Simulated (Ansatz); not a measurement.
Coupled-cluster run, FH5O3Si2, SMILES `O[Si](O)(F)O[SiH3]`.

```yaml
crystal:
  periodic: [false, false, false]
  atoms:
    - {symbol: O, position_ang: [-0.061734, -0.240347, 2.278161]}
    - {symbol: Si, position_ang: [-0.032579, -0.801166, 0.755342]}
    - {symbol: O, position_ang: [-1.553954, -1.045396, 0.260168]}
    - {symbol: F, position_ang: [0.804821, -2.150192, 0.745680]}
    - {symbol: O, position_ang: [0.678304, 0.194842, -0.284222]}
    - {symbol: Si, position_ang: [0.454418, 1.197438, -1.564136]}
    - {symbol: H, position_ang: [0.746326, -0.268734, 2.791491]}
    - {symbol: H, position_ang: [-2.173631, -1.443895, 0.871919]}
    - {symbol: H, position_ang: [1.744554, 1.879700, -1.825638]}
    - {symbol: H, position_ang: [-0.589744, 2.204430, -1.249684]}
    - {symbol: H, position_ang: [0.048719, 0.416221, -2.758582]}
basis:
  gaussian: {orbitals: def2-SVP}
correlation: {method: ccsd_t}
```

```sh
$ ansatz run in.yaml --threads 4 --pin off --events-out ev --progress --plain --max-ram 10444MiB
```

The program prints (abridged):

```
Functional definition: HF
1099 factors; integrals over basis functions are off by at most 1.1e-3 eV
mean field evaluation 1: about -24611.2904 eV, gradient 5.2e1 eV
mean field evaluation 2: about -24611.2931 eV, gradient 5.2e1 eV
mean field evaluation 4: about -24616.1718 eV, gradient 2.9e0 eV
mean field evaluation 8: about -24616.1987 eV, gradient 1.3e-4 eV
mean field -24616.19868446 eV, -904.6286161952 hartree, gradient 1.1e-6 eV, S^2 0.000000; 0 other end points of the search recorded, 0 dependent functions left out
14 core orbitals not correlated: weight in the atoms' cores, before any rotation towards them, 1.000 or more for the frozen orbitals, at most 0.000 for the correlated occupied ones
reference -24616.19868446 eV, -904.6286161952 hartree; 19, 19 occupied and 84, 84 virtual orbitals, 1099 factors
second order -25.06547942 eV of doubles, -0.00000000 eV of singles
cycle   1  -25.40507445 eV  change   -3.4e-1 eV  update   1.0e-1
cycle   2  -25.96170297 eV  change   -5.6e-1 eV  update   2.9e-2
cycle   3  -26.09898797 eV  change   -1.4e-1 eV  update   1.4e-2
cycle   4  -26.09042037 eV  change    8.6e-3 eV  update   2.4e-3
cycle   5  -26.08956894 eV  change    8.5e-4 eV  update   8.9e-4
cycle   6  -26.08994097 eV  change   -3.7e-4 eV  update   2.3e-4
cycle   7  -26.08980518 eV  change    1.4e-4 eV  update   7.7e-5
cycle   8  -26.08974073 eV  change    6.4e-5 eV  update   2.2e-5
cycle   9  -26.08973641 eV  change    4.3e-6 eV  update   7.7e-6
perturbative correction -0.48516841 eV, -0.0178296102 hartree
Total energy: -24642.77358928 eV, -905.6052259343 hartree
```

Hardware: 4 threads of an Arm Neoverse V1 on a shared host. Wall time 11 s, peak host memory 0.63 GiB.

Correlation energy per correlated electron: -0.699 eV. T1 diagnostic: 0.0108.
